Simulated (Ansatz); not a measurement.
CuBr₃NH₃, that is [CuBr3(NH3)]- with one electron fewer. The state is a triplet with charge 0. Geometry PBE-D4/def2-SVPD; atoms count from 1.

| atom | x (Å) | y (Å) | z (Å) |
| --- | --- | --- | --- |
| Cu1 | 0.7470 | -0.0666 | 0.2198 |
| Br2 | 0.7053 | -2.4396 | 0.6601 |
| Br3 | 3.0276 | -0.2610 | 0.9095 |
| Br4 | 1.3157 | 2.2664 | -0.0262 |
| N5 | -1.1841 | 0.1005 | -0.3700 |
| H6 | -1.3035 | 0.8605 | -1.0514 |
| H7 | -1.7799 | 0.3167 | 0.4387 |
| H8 | -1.5280 | -0.7768 | -0.7804 |

Estimate the Mulliken populations from the PBE0/def2-TZVPD orbitals of Ansatz.


```tsv
atom	charge (e)	spin (α − β)	d electrons
Cu1	-0.10	0.42	9.47
Br2	-0.24	0.39	–
Br3	0.09	0.72	–
Br4	-0.24	0.39	–
N5	-0.46	0.08	–
H6	0.32	0.00	–
H7	0.31	-0.01	–
H8	0.32	0.00	–
```
Mulliken values and Mayer orders depend strongly on the basis. With diffuse functions, as here, like atoms can get unlike values, and bond orders can come out too low or too high.

Where does the spin sit?

Summed by element: Cu 0.42, Br 1.51, N 0.08, H -0.01, of 2 unpaired in all. Largest on single atoms: Br3 0.72, Cu1 0.42, Br4 0.39.

And the Mayer bond orders between bonded heavy atoms (over 0.3)?

Cu1–Br2 0.66 (2.41 Å); Cu1–Br3 0.62 (2.39 Å); Cu1–Br4 0.66 (2.41 Å); Cu1–N5 0.56 (2.03 Å).
